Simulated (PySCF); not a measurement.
SMILES s1cccc1[SiH2][SiH2][SiH3], GFN2-xTB optimised geometry.

```
18

Si     1.57     0.02     0.26
Si     0.61    -2.07     0.00
Si    -1.72    -2.07     0.00
C     -2.28    -0.29     0.00
C     -2.74     0.48    -1.03
C     -2.99     1.82    -0.69
C     -2.71     2.08     0.62
S     -2.15     0.68     1.44
H      0.89     1.01    -0.58
H      2.99     0.08    -0.10
H      1.46     0.50     1.64
H      1.08    -2.71    -1.24
H      1.09    -3.00     1.04
H     -2.36    -2.67    -1.18
H     -2.33    -2.71     1.17
H     -2.89     0.08    -2.02
H     -3.35     2.56    -1.37
H     -2.81     3.00     1.16
```

Density from B3LYP/def2-SVP in PySCF at that geometry.

Minimum of the electron density along straight lines between bonded atoms, close to the bond critical point (lines longer than 1.1 times the sum of covalent radii, or with two minima, are not listed):

```json
[
 {"bond": "Si3–C4", "length / Å": "1.877", "ρ at the minimum / e bohr⁻³": "0.110", "∇²ρ there / e bohr⁻⁵": "[?]", "position (fraction from the first atom)": "0.38"},
 {"bond": "C4–C5", "length / Å": "1.363", "ρ at the minimum / e bohr⁻³": "0.322", "∇²ρ there / e bohr⁻⁵": "-0.81", "position (fraction from the first atom)": "0.51"},
 {"bond": "C5–C6", "length / Å": "1.412", "ρ at the minimum / e bohr⁻³": "0.298", "∇²ρ there / e bohr⁻⁵": "[?]", "position (fraction from the first atom)": "0.50"},
 {"bond": "C6–C7", "length / Å": "1.357", "ρ at the minimum / e bohr⁻³": "0.326", "∇²ρ there / e bohr⁻⁵": "-0.84", "position (fraction from the first atom)": "0.49"},
 {"bond": "C4–S8", "length / Å": "1.737", "ρ at the minimum / e bohr⁻³": "0.209", "∇²ρ there / e bohr⁻⁵": "[?]", "position (fraction from the first atom)": "0.46"},
 {"bond": "C7–S8", "length / Å": "1.718", "ρ at the minimum / e bohr⁻³": "0.217", "∇²ρ there / e bohr⁻⁵": "-0.48", "position (fraction from the first atom)": "0.47"},
 {"bond": "Si1–H9", "length / Å": "1.467", "ρ at the minimum / e bohr⁻³": "0.116", "∇²ρ there / e bohr⁻⁵": "0.33", "position (fraction from the first atom)": "0.49"},
 {"bond": "Si1–H10", "length / Å": "1.465", "ρ at the minimum / e bohr⁻³": "0.116", "∇²ρ there / e bohr⁻⁵": "0.34", "position (fraction from the first atom)": "0.49"},
 {"bond": "Si1–H11", "length / Å": "1.464", "ρ at the minimum / e bohr⁻³": "0.116", "∇²ρ there / e bohr⁻⁵": "0.34", "position (fraction from the first atom)": "0.49"},
 {"bond": "Si2–H12", "length / Å": "1.474", "ρ at the minimum / e bohr⁻³": "0.113", "∇²ρ there / e bohr⁻⁵": "0.32", "position (fraction from the first atom)": "0.49"},
 {"bond": "Si2–H13", "length / Å": "1.473", "ρ at the minimum / e bohr⁻³": "0.113", "∇²ρ there / e bohr⁻⁵": "0.32", "position (fraction from the first atom)": "0.49"},
 {"bond": "Si3–H14", "length / Å": "1.469", "ρ at the minimum / e bohr⁻³": "0.115", "∇²ρ there / e bohr⁻⁵": "0.32", "position (fraction from the first atom)": "0.49"},
 {"bond": "Si3–H15", "length / Å": "1.469", "ρ at the minimum / e bohr⁻³": "0.116", "∇²ρ there / e bohr⁻⁵": "0.32", "position (fraction from the first atom)": "0.49"},
 {"bond": "C5–H16", "length / Å": "1.076", "ρ at the minimum / e bohr⁻³": "0.285", "∇²ρ there / e bohr⁻⁵": "-1.09", "position (fraction from the first atom)": "0.63"},
 {"bond": "C6–H17", "length / Å": "1.076", "ρ at the minimum / e bohr⁻³": "0.284", "∇²ρ there / e bohr⁻⁵": "-1.09", "position (fraction from the first atom)": "0.63"},
 {"bond": "C7–H18", "length / Å": "1.072", "ρ at the minimum / e bohr⁻³": "0.286", "∇²ρ there / e bohr⁻⁵": "-1.12", "position (fraction from the first atom)": "0.64"}
]
```

Task: What belongs in the gaps?

Result: 
- Si3–C4, ∇²ρ there / e bohr⁻⁵: 0.37
- C5–C6, ∇²ρ there / e bohr⁻⁵: -0.74
- C4–S8, ∇²ρ there / e bohr⁻⁵: -0.41
